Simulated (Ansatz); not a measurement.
Basis-set extrapolation for `O/C(S)=[CH]/[AlH2]` (PBE0-D4/def2-TZVP geometry, frozen core, Ansatz). Multiplicity 1, RHF reference.

```
                      def2-TZVPP   def2-QZVPP
                 HF  -793.005639  -793.030924
    MP2 correlation    -0.815941    -0.877639
CCSD(T) correlation    -0.895831      not run
```

Energies in hartree. Use E(X) = E(∞) + A·exp(−7.88·√X) for Hartree–Fock and E(X) = E(∞) + B·X^(−2.97) for correlation, with X = 3 and 4, and add CCSD(T) minus MP2 of the smaller set to the MP2 limit.

**Question.** What is the CCSD(T) energy at the basis-set limit?

**Answer.** HF limit: -793.030924 + (-0.025285) × 0.13774 = -793.03441. MP2 limit: -0.877639 + (-0.061698) × 0.74074 = -0.92334. Higher-order term: -0.895831 − (-0.815941) = -0.07989. Total: -794.03764 hartree, 357.5 kJ/mol below CCSD(T)/def2-TZVPP.
